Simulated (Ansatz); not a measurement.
Mulliken charges of Br₂HOSi, SMILES `O[Si](Br)Br` radical from PBE/def2-TZVPP in Ansatz (PBE0-D4/def2-TZVP geometry).

| atom | x (Å) | y (Å) | z (Å) | charge (e) |
| --- | --- | --- | --- | --- |
| O1 | 0.024 | 1.196 | 0.292 | -0.287 |
| Si2 | -0.498 | -0.348 | 0.182 | 0.408 |
| Br3 | 0.492 | -1.470 | 1.814 | -0.144 |
| Br4 | 0.038 | -1.180 | -1.822 | -0.175 |
| H5 | -0.006 | 1.728 | -0.508 | 0.198 |

Q: By hand: the dipole of these point charges (1 e Å = 4.8032 D).

A: Σ q r = (-0.289, 0.275, -0.052) e Å, of length 0.402 e Å = 1.93 D.

Q: How does the dipole of the full density compare? (Best estimate.)

A: Ansatz gave: (-0.097, 0.272, -0.188) e Å, 1.66 D; the point charges give 1.16 times that, at 36° from its direction.

Point charges leave out the atoms' own dipoles, such as those of lone pairs, and Mulliken's split depends on the basis, so the two needn't agree.
